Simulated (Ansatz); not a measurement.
Consider the formal exchange of groups at the Sn–B bond: `[BH2][SnH2][C]#C` + CH₄ → `C#[C][SnH2][CH3]` + BH₃.

Program: Ansatz. Geometries: PBE0-D4/def2-TZVP. ΔE: electronic, gas phase. CBS: MP2 limit from def2 TZ/QZ plus the TZ coupled-cluster correction, frozen cores. This one scheme is used for every species. DFT in def2-TZVPP. Elements past krypton have def2 core potentials. For Sn outer-core shells are correlated without core-valence functions, which leaves a few kJ/mol of doubt a bond.

CCSD(T)/CBS gives +12.1 kJ/mol.

(1) Another level gave +19.1 kJ/mol. Which?
A. BLYP/def2-TZVPP
B. MP2/def2-TZVPP
C. BHLYP-D4/def2-TZVPP
D. LDA (SPW92)/def2-TZVPP

Largest T1 diagnostic among the species: 0.014.

## Answers

(1) A. BLYP 19.1, MP2/def2-TZVPP 8.4, BHLYP-D4 13.7, LDA (SPW92) 26.1 kJ/mol.

From BLYP to BHLYP (50 % exact exchange), in def2-TZVPP and without D4, ΔE moves by −4.5 kJ/mol. At CCSD(T), def2-SVP lies +7.6 kJ/mol from the extrapolated value and def2-TZVPP +0.7 kJ/mol.
